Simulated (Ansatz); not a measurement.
`[Cl][Sc]([Cl])[Cl]` + H₂O → `[OH][Sc]([Cl])[Cl]` + HCl at 500 K and 1 bar (formal hydrolysis of the Sc–Cl bond).

Program: Ansatz. Geometries: PBE0-D4/def2-TZVP. ΔE: electronic, gas phase. CCSD(T)/CBS is the MP2 limit (def2-TZVPP, def2-QZVPP) plus CCSD(T) − MP2 in def2-TZVPP, frozen cores. This one scheme is used for every species. For Sc outer-core shells are correlated without core-valence functions, which leaves a few kJ/mol of doubt a bond. Scalar relativity is left out up to krypton. Each species was taken in one conformer, which may not be the lowest.

| species | CCSD(T)/CBS energy (Eh) | H − E (kJ/mol) | S (J/(mol·K)) |
| --- | --- | --- | --- |
| `[Cl][Sc]([Cl])[Cl]` | -2139.76094 | 43.3 | 376.9 |
| H₂O | -76.37941 | 73.2 | 206.3 |
| `[OH][Sc]([Cl])[Cl]` | -1755.74696 | 77.0 | 392.1 |
| HCl | -460.38127 | 32.5 | 201.9 |

H − E and S are ideal-gas, rigid-rotor, harmonic terms from PBE0-D4/def2-TZVP, for one conformer and one mirror image of each species. 1 Eh = 2625.50 kJ/mol, R = 8.31446 J/(mol·K).

By hand: ΔE, ΔH, ΔS and ΔG.

ΔE = (-1755.74696) + (-460.38127) − (-2139.76094) − (-76.37941) = 0.01212 Eh = 31.8 kJ/mol. Δ(H − E) = 77.0 + 32.5 − 43.3 − 73.2 = -7.0, so ΔH = 24.8 kJ/mol. ΔS = 392.1 + 201.9 − 376.9 − 206.3 = 10.8 J/(mol·K). ΔG = 24.8 − 500 × (10.8)/1000 = 19.4 kJ/mol.

By hand: the equilibrium constant, and the temperature at which ΔG would vanish if ΔH and ΔS stayed fixed.

log₁₀ K = −ΔG/(RT ln 10) = -2.0. ΔG = 0 at ΔH/ΔS = 2296 K, though so small a ΔS makes that figure unsure.

The number of gas molecules stays the same, so ΔS is small and ΔH decides. A doubt of 5 kJ/mol in ΔE shifts log₁₀ K by 0.5 here. Other conformers and mirror images would add mixing entropy, several J/(mol·K) or more a flexible species. These are equilibria of isolated gas molecules and say nothing of rates. Largest T1 diagnostic: 0.015 (customary marks: 0.02 for closed shells, 0.045 for open ones).
